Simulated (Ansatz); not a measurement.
Geometry optimisation, Ansatz, UKS B3LYP/def2-SVP.

Input file:

```yaml
crystal:
  periodic: [false, false, false]
  atoms:
    - { symbol: W, position_ang: [0.17716, -0.177395, 0.751092] }
    - { symbol: F, position_ang: [-0.952563, 0.952034, 1.693694] }
    - { symbol: F, position_ang: [1.978489, 0.228558, 0.433294] }
    - { symbol: H, position_ang: [0.215647, 1.138031, -0.537577] }
    - { symbol: H, position_ang: [-1.137418, -0.215694, -0.537785] }
    - { symbol: F, position_ang: [-0.228891, -1.978884, 0.434275] }
    - { symbol: H, position_ang: [-0.541348, 0.542056, -0.838061] }
    - { symbol: F, position_ang: [0.618925, -0.618707, 2.521067] }
magnetization:
  spin_polarized: true
  initial_magnetization: 1
basis:
  gaussian: { orbitals: def2-SVP }
hamiltonian:
  xc: b3lyp
relax:
  f_tol: 0.03
  max_steps: 50
```

Launched with:

```bash
$ ansatz run input.yaml --threads 4 --pin off --max-ram 5120MiB --backend cpu --events-out ev --progress --plain --runs-dir out
```

Question: Where does it end, and by what steps?

Answer: The run converged. The force dipped under the threshold on the way, but the program's further checks kept it going. After 29 steps the energy has fallen by 0.940 eV; H7 moved furthest, 1.53 Å. Parted: W1–H4 (1.84 → 3.78 Å), W1–H7 (1.89 → 4.02 Å). Joined: H4–H7 (1.01 → 0.76 Å).

| step | energy less start (eV) | largest force component (eV/Å) | accepted |
| --- | --- | --- | --- |
| 0 | 0.0000 | 0.710 | yes |
| 2 | -0.1155 | 0.227 | yes |
| 4 | -0.1186 | 0.039 | yes |
| 6 | -0.1229 | 0.118 | yes |
| 8 | -0.1237 | 0.626 | no |
| 10 | -0.1813 | 0.581 | yes |
| 12 | -0.3800 | 1.496 | yes |
| 14 | -0.5506 | 1.125 | yes |
| 16 | -0.7141 | 1.721 | yes |
| 18 | -0.9010 | 0.318 | yes |
| 20 | -0.9116 | 0.867 | no |
| 22 | -0.9352 | 0.136 | yes |
| 24 | -0.9391 | 0.046 | yes |
| 26 | -0.9399 | 0.086 | yes |
| 28 | -0.9403 | 0.021 | yes |
| 29 | -0.9405 | 0.028 | yes |

```xyz
8
Properties=species:S:1:pos:R:3
W 0.140 -0.419 1.405
F -0.339 1.220 2.239
F 1.474 0.446 0.486
H 0.208 1.248 -1.988
H -1.278 -0.373 0.497
F 0.628 -2.053 0.566
H -0.496 1.120 -2.249
F -0.207 -1.320 2.965
```

Whether the end is a true minimum wasn't checked by a vibrational analysis.

The run took 87 s on 4 threads of Arm Neoverse V1, with other jobs on the host, peak memory 0.33 GiB.
